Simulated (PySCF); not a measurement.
MgClI, SMILES [Cl][Mg][I]. Atoms are numbered in the order given.

```xyz
3

Mg     0.0000     0.0000    -1.1881
Cl     0.0000     0.0000    -3.3737
I      0.0000     0.0000     1.3511
```
Charge 0, spin multiplicity 1.

The structure is a stationary point at PBE-D3(BJ)/def2-TZVP. The def2 effective core potentials stand for the cores of I; spin–orbit coupling is left out.

All values below come from PySCF with PBE-D3(BJ)/def2-TZVP.

Frequencies are harmonic and unscaled.

Modes within 1.5 cm⁻¹ of each other (mostly degenerate sets) share a row, with their intensities summed.

Computed harmonic wavenumbers and intensities:
| mode | ν (cm⁻¹) | IR (km/mol) | Raman (Å⁴/amu) | depolarisation | moving atoms (share of kinetic energy) |
|---|---|---|---|---|---|
| 1–2 | 93 | 62.6 | 0.7 | 0.75 | Mg 81 %, Cl 16 % |
| 3 | 212 | 1.0 | 15.6 | 0.18 | Cl 58 %, I 30 %, Mg 12 % |
| 4 | 542 | 133.2 | 0.3 | 0.44 | Mg 75 %, Cl 23 % |
